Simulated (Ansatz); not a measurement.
# Energy profile

The step: CH₆OSn ([CH3][SnH2][OH]) → CH₄Sn ([CH2][SnH2]) + H₂O; bonds formed: O2–H4; bonds broken: Sn1–O2, C3–H4 (atoms numbered as in the saddle structure below).

```tsv
atom	x (Å)	y (Å)	z (Å)
Sn1	-0.5233	0.1266	0.9217
O2	1.2298	0.9283	-0.2449
C3	-0.6584	-0.7486	-0.9205
H4	0.7394	0.2178	-0.9072
H5	-1.1922	1.6268	1.3796
H6	0.3392	-0.5496	2.2367
H7	2.1400	0.6747	-0.0550
H8	-1.5235	-0.4427	-1.5079
H9	-0.5510	-1.8332	-0.9027
```

Electronic energies by CCSD(T) at an estimated basis limit (MP2 extrapolated from triple and quadruple zeta, plus CCSD(T) − MP2 in triple zeta), on PBE0-D4/def2-TZVP structures; CH₆OSn, singlet; no counterpoise correction. Program: Ansatz 0.2.0. Basis: def2-TZVPP and def2-QZVPP. Cores are frozen in the correlated methods. Filled d shells of the heavier atoms are correlated. Core potentials replace the inner electrons of the atoms past krypton. The def2 sets are not built for correlating such inner shells, so the correlated values are less sure here. Extrapolation: Hartree–Fock as exp(−7.88 √X), correlation as X^−2.97.

(1) Give the profile in eV, counted from the start structure. (An estimate is asked for; the value comes from the calculation.)

The T1 diagnostic stays at or below 0.017. The restricted Hartree–Fock reference is unstable towards an unrestricted one at one or more of these structures.

Results:

(1) Computed:
```csv
point,eV
start structure,0.000
saddle,2.462
end structure,2.291
"separated: CH₄Sn (linked as [CH2][SnH2]; Sn1, C3, H5, H6, H8, H9; singlet) + H₂O (O2, H4, H7; singlet)",2.475
```

For scale, one of the runs: CCSD(T)/def2-TZVPP, 196 basis functions, launched by `ansatz run in.yaml --threads 4 --pin off --events-out ev --progress --plain --max-ram 9574MiB`. Time: 64 s of wall clock on 4 CPU threads of an Arm Neoverse V2; the host was shared. Peak host memory: 2.6 GiB.
